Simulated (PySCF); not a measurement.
**S(2+) (sulfur, charge +2): UHF calculation**

Configuration: [Ne] 3s2 3p2, high-spin 3P determinant. Computed with PySCF 2.14 in x2c-TZVPPall with one added diffuse shell each of s, p, d type (6s6p4d1f, 51 functions), with the spin-free X2C one-electron Hamiltonian (Gaussian nucleus).

```json
{
 "Total energy": "-397.411733 hartree",
 "One-electron energy": "-536.6654 hartree",
 "Hartree (Coulomb) energy": "163.7768 hartree",
 "Exchange energy": "-24.5231 hartree",
 "⟨S²⟩": "2.0114",
 "⟨L²⟩": "2.034",
 "Sum of ⟨r⟩": "10.50 bohr",
 "Sum of ⟨r²⟩": "15.06 bohr²",
 "Traceless quadrupole moment −½Σ⟨3z² − r²⟩ along its main axis": "1.45 e·bohr²",
 "Langevin diamagnetic susceptibility": "-11.9 ×10⁻⁶ cm³/mol"
}
```

| shell | electrons | mean orbital energy (eV) | spread (eV) | rms radius, mean of both spins (bohr) |
| --- | --- | --- | --- | --- |
| 1s α | 1 | -2538.2 | 0 | 0.112 |
| 1s β | 1 | -2537.5 | 0 | 0.112 |
| 2s α | 1 | -272.45 | 0 | 0.515 |
| 2s β | 1 | -271.79 | 0 | 0.515 |
| 2p α | 3 | -208.10 | 0.626 | 0.491 |
| 2p β | 3 | -206.86 | 0.738 | 0.491 |
| 3s α | 1 | -48.650 | 0 | 1.71 |
| 3s β | 1 | -42.008 | 0 | 1.71 |
| 3p α | 2 | -34.710 | 0 | 1.90 |

Densities and radii are taken from the X2C orbitals without a picture-change correction, which distorts them close to the nucleus.

Spin-orbit constants ζ (cm⁻¹) from the X2C one-electron operator on these orbitals: bare nucleus, nucleus screened by l(l+1)(2l+1)/3 electrons, and screened by the Breit-Pauli mean field of the electrons.

```
shell   bare  screened nucleus  mean field
   2p   7515              6576        6150
   3p  634.3             555.0       513.8
```

To first order the Landé constant is A = 256.9 cm⁻¹, so the lowest level has J = 0 and lies 0.0637 eV below the centre of the term. This holds in LS coupling only.
